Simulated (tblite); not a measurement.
Compound: C6H6NS2 (doublet state).
Numbering: `[CH3:1]/[N:2]=[CH:3]/[c:4]1[cH:5][cH:6][c:7]([S:8])[s:9]1` (hydrogens: H10, H11, H12 on C1; H13 on C3; H14 on C5; H15 on C6)
Bond orders are those of one Lewis drawing.

Computed with GFN2-xTB (tblite), gas phase: L-BFGS steps from a force-field or distance-geometry start until the largest atomic force falls under 0.01 eV/Å.

Geometry at step 4:
```
atom  x, y, z in Å
C1     -3.1184   -0.1048   -0.1820
N2     -1.7203    0.1406   -0.1102
C3     -0.8505   -0.7440   -0.3959
C4      0.5650   -0.4015   -0.2932
C5      1.0907    0.8845   -0.3532
C6      2.4638    0.9644   -0.2166
C7      3.1211   -0.2472   -0.0209
S8      4.7533   -0.4451    0.1850
S9      1.8697   -1.5396   -0.0313
H10    -3.4843    0.3590   -1.0998
H11    -3.5943    0.4117    0.6504
H12    -3.4094   -1.1613   -0.1620
H13    -1.1112   -1.7647   -0.7190
H14     0.4502    1.7394   -0.5204
H15     2.9702    1.9166   -0.2584
```

**Question.** What forces act on the atoms?

**Answer.** 
```
atom  Fx (eV/Å)  Fy (eV/Å)  Fz (eV/Å)
  C1      0.048     -0.018     -0.017
  N2      0.512     -0.190     -0.095
  C3      0.314      0.263      0.174
  C4      0.056     -0.133      0.034
  C5     -0.302      0.122     -0.041
  C6     -0.230      0.518     -0.063
  C7     -0.786      0.016     -0.091
  S8      0.066     -0.279      0.037
  S9     -0.125      0.064     -0.112
 H10     -0.072     -0.028     -0.048
 H11      0.029      0.041      0.062
 H12      0.091     -0.066     -0.131
 H13      0.134      0.039      0.193
 H14      0.102     -0.150      0.063
 H15      0.164     -0.199      0.034
```

The largest, 0.79 eV/Å, acts on C7; the rms over all components is 0.206 eV/Å. The forces sum to zero within rounding, as they must for an isolated molecule in no field.

**Question.** Give the force on C7 in Eh/bohr and in nN.

**Answer.** 0.791 eV/Å ÷ 51.422 = 0.01539 Eh/bohr, and 0.791 eV/Å × 1.602 = 1.27 nN.

**Question.** How far is this geometry from the end of the optimisation?

**Answer.** 0.178 eV above it, and 0.219 Å rms away after alignment. The bonds farthest from their final lengths, with half the difference of the two atoms' forces along the bond (positive lengthens):

```csv
bond,now (Å),final (Å),force along bond (eV/Å)
C7–S9,1.799,1.763,-0.25
C3–C4,1.460,1.429,-0.18
C4–S9,1.751,1.728,-0.14
C7–S8,1.657,1.668,+0.45
C5–H14,1.081,1.074,-0.24
C6–C7,1.392,1.398,+0.09
```

The angle farthest from its final value is C3–C4–S9, 125.5° against 121.1°.

Of the 4 listed bonds off by 0.010 Å or more, this force points towards the final length in 4.

What follows is the cost of the whole relaxation. The run took 0.54 s on one thread, Arm Neoverse V2 (aarch64), no GPU, shared host.
